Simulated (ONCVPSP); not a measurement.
**What one change does to a pseudopotential (copper (Cu), ONCV)**

Cu, optimised norm-conserving Vanderbilt (ONCV), made with ONCVPSP 4.0.1 (PBE, scalar-relativistic). Core [Ne], reference 3s2 3p6 3d8 (charge +3). Waves: 3s: rc 1.15 bohr, ncon 5, nbas 8, qcut 12.9 1/bohr, 2 projectors, debl 2.7 Ha; 3p: rc 1.15 bohr, ncon 4, nbas 9, qcut 12.1 1/bohr, 2 projectors, debl 3.2 Ha; 3d: rc 1.45 bohr, ncon 3, nbas 7, qcut 10.5 1/bohr, 2 projectors, debl 2.3 Ha. Local part: polynomial inside 1.00 bohr (lpopt 5, dvloc0 2 Ha). Core correction: none.

In the s channel the program set the typed energies aside and used -5.905, 0.250 Ha. In the p channel the program set the typed energies aside and used -4.329, 0.250 Ha.

Change: all radii scaled by about 1.31 (s 1.50, p 1.50, d 1.90 bohr); local potential polynomial inside 1.30 bohr (lpopt 5, dvloc0 2 Ha). In the s channel the program set the typed energies aside and used -5.905, 0.050 Ha. In the p channel the program set the typed energies aside and used -4.329, 0.050 Ha.

Cutoffs: the cutoffs (Ha) at which the residual kinetic energy of the hardest occupied pseudo-wave falls to 1 and 0.1 mHa per electron; they do not see the model core or the augmentation charge, which bear on the density cutoff. Errors are all-electron minus pseudo energies relative to the spin-unpolarised reference configuration.

**Question.** How do hardness, ghosts and transferability respond?

**Answer.** The potential gets softer (59 Ha and 69 Ha → 42 Ha and 49 Ha); of the 4 tests that both files solve, the error grows in 4 and shrinks in 0 by more than 15 % and 0.3 meV (median size 131.0 → 386.4 meV); neither file shows a bound ghost. A larger radius leaves more room for a smooth pseudo-wave, so fewer plane waves are needed. More of the atom is replaced by a form fitted at one configuration, so other configurations suffer.

```tsv
quantity	base	changed
cutoff, loose	59 Ha	42 Ha
cutoff, tight	69 Ha	49 Ha
loose cutoff by channel	s 59 Ha, p 47 Ha, d 45 Ha	s 40 Ha, p 42 Ha, d 37 Ha
bound ghosts	none	none
GHOST(+) flags under 300 eV	none	none
error for 3s2 3p6 3d10 4s1, meV [ΔE -68.50 eV]	+150	+397
error for 3s2 3p6 3d10, meV [ΔE -60.35 eV]	+221	+574
error for 3s2 3p6 3d9, meV [ΔE -39.02 eV]	+100	+238
error for 3s1 3p6 3d10 4s1, meV [ΔE 53.73 eV]	-112	-376
```
